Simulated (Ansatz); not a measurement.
Ga₄N₄H₁₄, a cluster cut from wurtzite GaN (hydrogen-capped). Total charge 0; singlet. Geometry r2SCAN-D4/def2-SVP; atoms count from 1.

Cartesian coordinates in Å:
```
Ga -1.065 -1.698 -0.737
N -1.385 0.217 -1.392
Ga -0.991 0.288 1.870
N -0.132 -1.222 0.935
N -0.032 1.784 0.848
Ga 0.151 1.396 -1.067
Ga 1.801 -0.938 0.663
N 1.648 0.125 -1.083
H -2.462 -2.356 -0.469
H -0.060 -2.265 -1.819
H -2.208 0.570 -0.891
H -1.653 0.200 -2.379
H -2.494 0.472 1.414
H -0.557 0.377 3.373
H -0.220 -2.034 1.556
H -0.511 2.673 1.015
H 0.895 1.889 1.274
H 0.285 2.631 -2.013
H 2.557 -2.274 0.349
H 2.374 0.139 1.669
H 1.518 -0.558 -1.837
H 2.540 0.585 -1.282
```

Question: Estimate the Mulliken populations from the PBE0/def2-TZVP orbitals of Ansatz.

Answer: 
```json
{"atom": "Ga1", "charge (e)": "0.21"}
{"atom": "N2", "charge (e)": "-0.56"}
{"atom": "Ga3", "charge (e)": "0.21"}
{"atom": "N4", "charge (e)": "-0.47"}
{"atom": "N5", "charge (e)": "-0.56"}
{"atom": "Ga6", "charge (e)": "0.37"}
{"atom": "Ga7", "charge (e)": "0.21"}
{"atom": "N8", "charge (e)": "-0.56"}
{"atom": "H9", "charge (e)": "-0.09"}
{"atom": "H10", "charge (e)": "-0.12"}
{"atom": "H11", "charge (e)": "0.27"}
{"atom": "H12", "charge (e)": "0.26"}
{"atom": "H13", "charge (e)": "-0.12"}
{"atom": "H14", "charge (e)": "-0.09"}
{"atom": "H15", "charge (e)": "0.24"}
{"atom": "H16", "charge (e)": "0.26"}
{"atom": "H17", "charge (e)": "0.27"}
{"atom": "H18", "charge (e)": "-0.06"}
{"atom": "H19", "charge (e)": "-0.09"}
{"atom": "H20", "charge (e)": "-0.12"}
{"atom": "H21", "charge (e)": "0.27"}
{"atom": "H22", "charge (e)": "0.26"}
```
Mulliken values depend strongly on the basis.

Question: And the Mayer bond orders between heavy atoms (over 0.3)?

Answer: Ga1–N2 0.59 (2.05 Å); Ga1–N4 0.76 (1.97 Å); N2–Ga6 0.77 (1.96 Å); Ga3–N4 0.76 (1.97 Å); Ga3–N5 0.59 (2.05 Å); N4–Ga7 0.76 (1.97 Å); N5–Ga6 0.77 (1.96 Å); Ga6–N8 0.77 (1.96 Å); Ga7–N8 0.59 (2.05 Å).
